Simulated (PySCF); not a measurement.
C₇H₁₀N (doublet state).
Bonds: C1–C2, C2–C3, C3–C4 (double), C4–C5, C5–N6 (double), N6–C7, C7–C8, C3–C8. Hydrogens: H9, H10, H11 on C1; H12, H13 on C2; H14 on C4; H15 on C5; H16, H17 on C7; H18 on C8.

A GFN2-xTB structure was refined with PBE0-D3(BJ)/def2-SVP geometry optimisation, gas phase (PySCF). Its GFN2-xTB values:

| coordinate | GFN2-xTB |
| --- | --- |
| C1–C2 | 1.529 Å |
| C1–H9 | 1.088 Å |
| C2–C3 | 1.502 Å |
| C2–H12 | 1.091 Å |
| C3=C4 | 1.410 Å |
| C3–C8 | 1.361 Å |
| C4–C5 | 1.405 Å |
| C4–H14 | 1.078 Å |
| C5=N6 | 1.291 Å |
| C5–H15 | 1.084 Å |
| N6–C7 | 1.428 Å |
| C7–C8 | 1.489 Å |
| C7–H16 | 1.104 Å |
| C8–H18 | 1.080 Å |
| C1–C2–C3 | 110.6° |
| C2–C3–C4 | 119.9° |
| C2–C3–C8 | 121.9° |
| C3–C4–C5 | 119.0° |
| C3–C8–C7 | 121.3° |
| C4–C3–C8 | 118.1° |
| C5–N6–C7 | 118.8° |
| N6–C7–C8 | 117.0° |
| C1–C2–C3–C4 | 80° |

Problem. How do these coordinates change at the PBE0-D3(BJ)/def2-SVP level?

Solution. 
```csv
coordinate,PBE0-D3(BJ)/def2-SVP (Å or °),change
C4–C5,1.426,+0.021
C5–H15,1.100,+0.016
C8–H18,1.095,+0.015
C4–H14,1.092,+0.014
C1–H9,1.101,+0.013
C2–H12,1.102,+0.011
C3–C8,1.371,+0.010
C7–H16,1.112,+0.008
N6–C7,1.436,+0.008
C3=C4,1.417,+0.007
C5=N6,1.295,+0.004
C1–C2,1.526,-0.003
C2–C3,1.505,+0.003
C7–C8,1.490,+0.001
C1–C2–C3,112.6,+2.0
N6–C7–C8,118.0,+1.0
C4–C3–C8,117.3,-0.8
C5–N6–C7,118.0,-0.8
C2–C3–C4,120.5,+0.6
C3–C4–C5,119.6,+0.6
C2–C3–C8,122.2,+0.3
C3–C8–C7,121.5,+0.2
C1–C2–C3–C4,78,-2
```

The energy falls by 1.3 kcal/mol over 6 energy and gradient evaluations, the largest force component goes from 0.0121 to 3.3e-04 Eh/bohr, and the atoms move by 0.035 Å rms after alignment. The bond that changes most is C4–C5 (ends: carbon bonded to 2 C and H; carbon bonded to C, N and H), which lengthens by 0.021 Å. Bonds longer at the end by more than 0.005 Å: 14 of 18; shorter: 0. Rotational constants go from 4524, 1444, 1208 to 4512, 1413, 1182 MHz.

The run used 162 basis functions and 49 SCF cycles in all. Hardware: an Arm Neoverse V1 with one thread, no GPU, shared host. Cost: 2.3 min.

No PBE0-D3(BJ)/def2-SVP frequencies stand behind this structure, so it isn't proved a minimum. ⟨S²⟩ = 0.798 (exact for a doublet: 0.75).

The values belong to the conformer `[CH3:1][CH2:2][C:3]1=[CH:4][CH:5]=[N:6][CH2:7][CH:8]1`: C1–C2–C3–C4 78°.
